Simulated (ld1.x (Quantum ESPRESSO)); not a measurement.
## What one change does to a pseudopotential (osmium (Os), ultrasoft)

```
Element                 : osmium
Generator               : ld1.x (Quantum ESPRESSO) 7.5
Type                    : ultrasoft
Functional              : PW91
Relativity              : scalar-relativistic
Frozen core             : [Xe] 4f14
Valence charge          : 8
Reference configuration : 5d6 6s2 6p0
Partial waves           : 6s (bound): rcut 2.15, rcutus 2.95 bohr; 6s channel at -0.1 Ry: rcut 2.15, rcutus 2.95 bohr; 6p (bound, empty): rcut 3.20, rcutus 3.50 bohr; 6p channel at 1.3 Ry: rcut 3.20, rcutus 3.50 bohr; 5d (bound): rcut 1.95, rcutus 2.10 bohr; 5d channel at 0.45 Ry: rcut 1.95, rcutus 2.10 bohr; 5f channel at 0.3 Ry: rcut 2.10, rcutus 2.70 bohr; 5f channel at 2.2 Ry: rcut 2.10, rcutus 2.70 bohr
Local potential         : all-electron potential smoothed inside 2.15 bohr (lloc = -2)
Core correction         : Bessel-smoothed model core, default radius (core density twice the valence density)
Augmentation charge     : built from norm-conserving waves at rcut, not smoothed further
```

Change: local potential all-electron potential smoothed inside 1.40 bohr (lloc = -2).

Cutoffs: the cutoffs (Ry, on a coarse ladder) from which the occupation-weighted sum of valence levels, in a spherical-Bessel basis at the reference potential, stays within 10 and 1 mRy of its value at 400 Ry; they do not see the model core or the augmentation charge, which bear on the density cutoff. Errors are all-electron minus pseudo energies relative to the spin-unpolarised reference configuration.

Q: What does the change do?

A: The potential gets neither clearly harder nor softer (25 Ry and 40 Ry → 25 Ry and 40 Ry); the bound ghosts move from p to p, s; the number of tests with a reliable result goes from 7 to 3 (the test run of the changed file stopped, so its transferability is not established); the errors of the 3 common tests hardly move; the range in which the s phases agree widens (upper end 1.6 → 4.6). A state that the projectors do not describe sees the local part alone, so a deeper or shallower local part can create or remove a ghost.

```tsv
quantity	base	changed
cutoff, loose	25 Ry	25 Ry
cutoff, tight	40 Ry	40 Ry
bound ghosts	p	s, p
tests with a reliable result	7 of 7	3 of 7 (the test run stopped)
error for 5d6 6s1 6p0, meV [ΔE 9.65 eV]	-12	-12
error for 5d6 6s0 6p0, meV [ΔE 26.64 eV]	-54	-54
error for 5d5 6s0 6p0, meV [ΔE 55.57 eV]	-104	-104
s: phases at 3.81 bohr within 0.05 rad from the reference energy up to (Ry; the scan ends near 5)	1.6	4.6
p: phases at 3.81 bohr within 0.05 rad from the reference energy up to (Ry; the scan ends near 5)	0.0	-0.1
d: phases at 3.81 bohr within 0.05 rad from the reference energy up to (Ry; the scan ends near 5)	2.7	2.7
f: phases at 3.81 bohr within 0.05 rad from the reference energy up to (Ry; the scan ends near 5)	3.1	3.0
lowest overlap eigenvalue by channel	s 0.32, p 0.44, d 1.00, f 0.96	s 0.16, p 0.25, d 1.00, f 0.96
```

 A true bound ghost makes a file unfit for plane-wave use even where its test errors are small: the radial tests pick states by their node count and pass the ghost by.
